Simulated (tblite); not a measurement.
C4H9ClOSi.
SMILES with atom numbers: `[CH3:1][C@@H:2]1[CH2:3][O:4][Si@H:5]([Cl:6])[CH2:7]1` (hydrogens: H8, H9, H10 on C1; H11 on C2; H12, H13 on C3; H14 on Si5; H15, H16 on C7)

Structure used (GFN2-xTB), in Å, numbered top down from 1:
```
atom  x, y, z in Å
C1    -1.7143    0.1025    0.2630
C2    -0.5451   -0.3702   -0.5954
C3     0.2921   -1.4050    0.1715
O4     1.1651   -0.7411    1.0573
Si5    1.6261    0.7378    0.5467
Cl6    1.3473    2.0699    2.0194
C7     0.4024    0.7955   -0.9130
H8    -1.3487    0.5101    1.2032
H9    -2.2774    0.8771   -0.2529
H10   -2.3889   -0.7234    0.4808
H11   -0.9320   -0.8282   -1.5108
H12    0.8930   -2.0017   -0.5235
H13   -0.3322   -2.0772    0.7641
H14    3.0305    0.7290    0.1619
H15   -0.1499    1.7246   -1.0323
H16    0.9243    0.6094   -1.8514
```

Method: GFN2-xTB as coded in tblite; computed harmonic values from a numerical Hessian at the method's own geometry, unscaled. This tight-binding method is rough: wavenumbers can miss measured ones by several per cent, in bad cases by 10 to 20. Modes of hydrogen on silicon can be 10 to 20 % off. One conformer, not necessarily the lowest.

Harmonic wavenumbers (cm⁻¹): 68.2, 131.2, 160.2, 217.1, 228.0, 355.1, 367.5, 444.2, 537.0, 603.6, 655.9, 680.9, 767.5, 795.8, 813.3, 863.8, 945.3, 976.8, 1025.6, 1044.8, 1080.8, 1142.9, 1162.1, 1218.9, 1228.4, 1285.3, 1317.7, 1327.5, 1415.9, 1475.4, 1482.5, 1495.9, 1505.3, 2312.2, 2916.8, 2940.6, 2970.3, 2992.4, 3022.0, 3026.7, 3032.4, 3037.2.

A = 3009, B = 1309, C = 1187 MHz; mass 136.011 u (most abundant isotopes); point group C1, symmetry number 1.

**Question.** Zero-point energy?

**Answer.** Half the sum of the wavenumbers: 27535 cm⁻¹ = 78.73 kcal/mol.

**Question.** Give the ideal-gas entropy at 273.15 K and 1 bar in the rigid-rotor, harmonic-oscillator model (classical rotation).

**Answer.** Translation 40.23, rotation 28.36, vibration 17.89: S = 86.5 cal/(mol K).

**Question.** And Cp and H(273.15 K) − H(0)?

**Answer.** Cp = 29.64 cal/(mol K), of which vibrations give 21.69 (their classical limit is 42 R = 83.5); H(273.15 K) − H(0) = 4.95 kcal/mol without the zero-point energy, 2.78 from vibrations.

**Question.** Blend soft modes into free rotors: weight 1/[1 + (100 cm⁻¹/ν̃)⁴] for the oscillator and the rest for a rotor with moment μB/(μ + B), μ = h/(8π²ν), B = 10⁻⁴⁴ kg m². What vibrational entropy results?

**Answer.** 17.11 cal/(mol K) in place of 17.89, which changes −T·S at 273.15 K by +0.21 kcal/mol.

**Question.** What must be added to the electronic energy to get the Gibbs energy at 273.15 K and 1 bar?

**Answer.** ZPE + [H(273.15 K) − H(0)] − T·S = 78.73 + 4.95 − 23.62 = 60.06 kcal/mol.

**Question.** How do the functions run with temperature in this model?

**Answer.** 
```tsv
T (K)	S (cal/(mol K))	Cp (cal/(mol K))	H − H(0) (kcal/mol)	G − H(0) (kcal/mol)	ln q(vib)
50	56.4	10.8	0.44	-2.38	0.19
100	65.3	15.2	1.10	-5.43	0.84
298.15	89.2	31.9	5.72	-20.87	4.35
373.15	97.0	38.3	8.36	-27.85	5.80
500	109.6	47.7	13.84	-40.96	8.30
750	131.6	60.7	27.52	-71.19	13.21
1000	150.3	69.1	43.82	-106.50	17.89
```

q(vib) and H(0) count from the zero-point level.

Hindered rotation and anharmonicity are outside this model. Other conformers, if any are populated, would add a mixing term that is left out. The structure is chiral; the term R ln 2 for an equal mix with its mirror image is left out.
